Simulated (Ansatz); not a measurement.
One change: `B[N]([GeH3])C=C` becomes `C=C[NH][GeH3]`.

Ansatz, PBE0-D4/def2-TZVP geometries, multiplicity 1. Each molecule was computed in one conformer, which needn't be the lowest.

Scalar relativity is left out up to krypton.

| property | `B[N]([GeH3])C=C` |
| --- | --- |
| size of the dipole moment (ωB97M-V/def2-TZVPP) / D | 1.16 |
| size of the dipole moment (PBE/def2-TZVPP) / D | 1.28 |
| HOMO energy (ωB97M-V/def2-TZVPP) / eV | -9.08 |
| HOMO energy (PBE0/def2-TZVPP) / eV | -6.91 |
| size of the dipole moment (B3LYP/def2-TZVPP) / D | 1.16 |
| LUMO energy (PBE/def2-TZVPP) / eV | -1.52 |

(1) Give the same properties after the change, and the shifts. (An estimate is asked.)

Answers

(1) Ansatz gave: 
```tsv
property	`C=C[NH][GeH3]`	shift
size of the dipole moment (ωB97M-V/def2-TZVPP) / D	1.34	0.18
size of the dipole moment (PBE/def2-TZVPP) / D	1.33	0.05
HOMO energy (ωB97M-V/def2-TZVPP) / eV	-8.11	0.97
HOMO energy (PBE0/def2-TZVPP) / eV	-5.92	0.99
size of the dipole moment (B3LYP/def2-TZVPP) / D	1.33	0.17
LUMO energy (PBE/def2-TZVPP) / eV	-0.45	1.07
```

Dipoles are sizes alone; their direction can turn.

B3LYP here is the variant with VWN-RPA as its local correlation; programs differ in this.
